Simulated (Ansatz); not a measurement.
Cartesian coordinates (Å):
```xyz
8

C     -1.6916     0.0430     0.3689
C     -0.4261    -0.2110     0.2797
C      0.8526    -0.4802     0.1878
C      1.8588     0.5232     0.2910
N      2.6953     1.3118     0.3702
H     -2.2018     0.0232     1.3254
H     -2.2776     0.2892    -0.5095
H      1.1906    -1.4991     0.0266
```
Charge 0, spin multiplicity 1.

Level of theory: frozen-core CCSD(T)/cc-pVTZ // B3LYP-D3(BJ)/def2-TZVP (Ansatz, a quantum-chemistry and plane-wave program). The restricted HF reference is unstable towards unrestricted orbitals.

```
Property                       Result
----------------------  -------------
HF energy               -207.66471 Ha
MP2 correlation energy    -0.79722 Ha
```

Estimate the CCSD correlation energy, the (T) correction, the total energy and the T1 diagnostic.


The CCSD correlation energy is -0.81585 Ha. The (T) correction comes out as -0.04367 Ha, the CCSD(T) total energy comes out as -208.52422 Ha and the T1 diagnostic is 0.014.
